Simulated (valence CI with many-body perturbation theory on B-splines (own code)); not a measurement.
E1 transitions of V

Computed by relativistic CI+MBPT: five valence electrons over a frozen Dirac-Fock core [Ar], radial functions for each j: 7 s, 7 p, 8 d, 6 f, 4 g, 1 h, with the one-electron correlation potential Σ1, the two-electron term Σ2, the three-electron term Σ3, Breit, model QED; selected CI, second order for the rest, scaled by the run's own slope (own B-spline code, finite nucleus).

Set against measurement, 15 paired levels are off by 760 cm⁻¹ on average, the worst by 1229. These come from a selection out of the NIST Handbook of Basic Atomic Spectroscopic Data. Levels without a partner in it may be off by more, other configurations by 1,000 to 4,000 cm⁻¹. Among the levels kept, up to 1600 cm⁻¹ of a level comes from second order outside the variational space, and about a tenth of that is noise between levels of different J, which matters for small intervals.

Lines 51 to 100 of 106 in falling wavelength, among levels below 18612 cm⁻¹, chosen from the strongest by gf and those to the six lowest levels. Wavelengths and rates use the calculated energies, so an error of 800 cm⁻¹ moves a line at 700.3 nm by 5.6 % and its rate by three times that or more. Electric multipoles are in the length gauge, E1 and E2 with the static RPA response of the core. Weak lines are less certain than strong ones. Lines between different terms over intervals too small for the method are left out, as are lines whose strength nearly cancels. Where a level lies close to another of its J and parity, the split of strength between their lines is uncertain. The highest levels of a list are the least certain.

Names give the largest LS component (configuration and term), which can be under half, so a name can repeat, a term be missing and a line seem to break the LS rules; names also repeat where a configuration has a term twice.

| λ vac (nm) | Upper | Lower | A (s⁻¹) | log gf | Branch % |
| --- | --- | --- | --- | --- | --- |
| 700.3 | 3d³4s4p ⁶D°_7/2 | 3d⁴4s ⁶D_9/2 | 4.34e+05 | -1.59 | 12.6 |
| 699.8 | 3d³4s4p ⁶F°_5/2 | 3d⁴4s ⁶D_7/2 | 3.21e+05 | -1.85 | 11.6 |
| 699.5 | 3d³4s4p ⁶F°_1/2 | 3d⁴4s ⁶D_1/2 | 2.00e+05 | -2.53 | 21.6 |
| 698.9 | 3d³4s4p ⁶F°_7/2 | 3d⁴4s ⁶D_9/2 | 7.96e+05 | -1.33 | 23.5 |
| 698.5 | 3d³4s4p ⁶D°_5/2 | 3d⁴4s ⁶D_7/2 | 2.05e+06 | -1.05 | 48.0 |
| 698.2 | 3d³4s4p ⁶D°_3/2 | 3d⁴4s ⁶D_3/2 | 1.26e+05 | -2.44 | 4.0 |
| 697.0 | 3d³4s4p ⁶F°_3/2 | 3d⁴4s ⁶D_3/2 | 6.16e+05 | -1.75 | 24.4 |
| 696.5 | 3d³4s4p ⁶D°_3/2 | 3d⁴4s ⁶D_1/2 | 2.00e+06 | -1.24 | 63.2 |
| 695.7 | 3d³4s4p ⁶D°_9/2 | 3d⁴4s ⁶D_9/2 | 2.62e+06 | -0.72 | 62.4 |
| 695.3 | 3d³4s4p ⁶F°_3/2 | 3d⁴4s ⁶D_1/2 | 1.39e+05 | -2.40 | 5.5 |
| 695.3 | 3d³4s4p ⁶F°_5/2 | 3d⁴4s ⁶D_5/2 | 3.83e+04 | -2.78 | 1.4 |
| 695.1 | 3d³4s4p ⁶D°_7/2 | 3d⁴4s ⁶D_7/2 | 3.39e+05 | -1.71 | 9.8 |
| 694.1 | 3d³4s4p ⁶F°_9/2 | 3d⁴4s ⁶D_9/2 | 1.46e+06 | -0.98 | 79.6 |
| 694.0 | 3d³4s4p ⁶D°_5/2 | 3d⁴4s ⁶D_5/2 | 1.64e+06 | -1.15 | 38.4 |
| 693.8 | 3d³4s4p ⁶F°_7/2 | 3d⁴4s ⁶D_7/2 | 2.55e+06 | -0.83 | 75.3 |
| 691.9 | 3d³4s4p ⁶F°_5/2 | 3d⁴4s ⁶D_3/2 | 2.37e+06 | -0.99 | 86.0 |
| 690.7 | 3d³4s4p ⁶D°_7/2 | 3d⁴4s ⁶D_5/2 | 2.65e+06 | -0.82 | 77.0 |
| 690.7 | 3d³4s4p ⁶D°_5/2 | 3d⁴4s ⁶D_3/2 | 5.73e+05 | -1.61 | 13.5 |
| 690.6 | 3d³4s4p ⁶D°_9/2 | 3d⁴4s ⁶D_7/2 | 1.58e+06 | -0.95 | 37.6 |
| 689.4 | 3d³4s4p ⁶F°_7/2 | 3d⁴4s ⁶D_5/2 | 3.99e+04 | -2.64 | 1.2 |
| 689.0 | 3d³4s4p ⁶F°_9/2 | 3d⁴4s ⁶D_7/2 | 3.70e+05 | -1.58 | 20.2 |
| 687.9 | 3d³4s4p ⁶F°_11/2 | 3d⁴4s ⁶D_9/2 | 1.08e+06 | -1.04 | 99.4 |
| 649.3 | 3d³4s4p ⁶G°_7/2 | 3d³4s² ⁴F_9/2 | 3.89e+01 | -5.71 | 4.4 |
| 645.0 | 3d³4s4p ⁶G°_5/2 | 3d³4s² ⁴F_7/2 | 1.40e+02 | -5.28 | 12.1 |
| 643.3 | 3d³4s4p ⁶G°_9/2 | 3d³4s² ⁴F_9/2 | 1.10e+02 | -5.16 | 19.1 |
| 640.8 | 3d³4s4p ⁶G°_3/2 | 3d³4s² ⁴F_5/2 | 2.49e+02 | -5.21 | 16.9 |
| 640.2 | 3d³4s4p ⁶G°_7/2 | 3d³4s² ⁴F_7/2 | 2.82e+02 | -4.86 | 32.2 |
| 637.2 | 3d³4s4p ⁶G°_5/2 | 3d³4s² ⁴F_5/2 | 5.40e+02 | -4.71 | 46.8 |
| 636.3 | 3d³4s4p ⁶G°_11/2 | 3d³4s² ⁴F_9/2 | 2.26e+02 | -4.78 | 98.3 |
| 635.5 | 3d³4s4p ⁶G°_3/2 | 3d³4s² ⁴F_3/2 | 1.19e+03 | -4.54 | 81.0 |
| 634.4 | 3d³4s4p ⁶G°_9/2 | 3d³4s² ⁴F_7/2 | 4.43e+02 | -4.57 | 76.6 |
| 632.5 | 3d³4s4p ⁶G°_7/2 | 3d³4s² ⁴F_5/2 | 5.15e+02 | -4.61 | 58.9 |
| 632.0 | 3d³4s4p ⁶G°_5/2 | 3d³4s² ⁴F_3/2 | 4.38e+02 | -4.80 | 38.0 |
| 575.2 | 3d³4s4p ⁶D°_7/2 | 3d³4s² ⁴F_9/2 | 1.34e+04 | -3.28 | 0.4 |
| 574.3 | 3d³4s4p ⁶F°_7/2 | 3d³4s² ⁴F_9/2 | 8.90e+02 | -4.45 | 0.0 |
| 572.1 | 3d³4s4p ⁶D°_9/2 | 3d³4s² ⁴F_9/2 | 8.60e+02 | -4.37 | 0.0 |
| 571.2 | 3d³4s4p ⁶F°_5/2 | 3d³4s² ⁴F_7/2 | 1.92e+04 | -3.25 | 0.7 |
| 571.0 | 3d³4s4p ⁶F°_9/2 | 3d³4s² ⁴F_9/2 | 5.26e+00 | -6.59 | 0.0 |
| 570.3 | 3d³4s4p ⁶D°_5/2 | 3d³4s² ⁴F_7/2 | 1.41e+03 | -4.38 | 0.0 |
| 569.2 | 3d³4s4p ⁶D°_3/2 | 3d³4s² ⁴F_5/2 | 2.19e+04 | -3.37 | 0.7 |
| 568.5 | 3d³4s4p ⁶F°_3/2 | 3d³4s² ⁴F_5/2 | 1.97e+03 | -4.42 | 0.1 |
| 568.1 | 3d³4s4p ⁶D°_7/2 | 3d³4s² ⁴F_7/2 | 3.38e+03 | -3.88 | 0.1 |
| 567.7 | 3d³4s4p ⁶D°_1/2 | 3d³4s² ⁴F_3/2 | 1.04e+04 | -4.00 | 0.4 |
| 567.2 | 3d³4s4p ⁶F°_7/2 | 3d³4s² ⁴F_7/2 | 4.15e+02 | -4.80 | 0.0 |
| 567.1 | 3d³4s4p ⁶F°_1/2 | 3d³4s² ⁴F_3/2 | 2.11e+04 | -3.69 | 2.3 |
| 566.9 | 3d³4s4p ⁶F°_11/2 | 3d³4s² ⁴F_9/2 | 6.94e+03 | -3.40 | 0.6 |
| 565.1 | 3d³4s4p ⁶D°_9/2 | 3d³4s² ⁴F_7/2 | 1.62e+02 | -5.11 | 0.0 |
| 565.1 | 3d³4s4p ⁶F°_5/2 | 3d³4s² ⁴F_5/2 | 5.31e+03 | -3.82 | 0.2 |
| 565.1 | 3d³4s4p ⁶D°_3/2 | 3d³4s² ⁴F_3/2 | 6.08e+03 | -3.93 | 0.2 |
| 564.3 | 3d³4s4p ⁶F°_3/2 | 3d³4s² ⁴F_3/2 | 2.21e+02 | -5.38 | 0.0 |

**Question.** How does gf follow from A for the line at 567.1 nm?

**Answer.** gf = 1.4992 × (2J+1)_upper × A / σ², with σ = 17635 cm⁻¹ and 2J+1 = 2: gf = 0.000203.
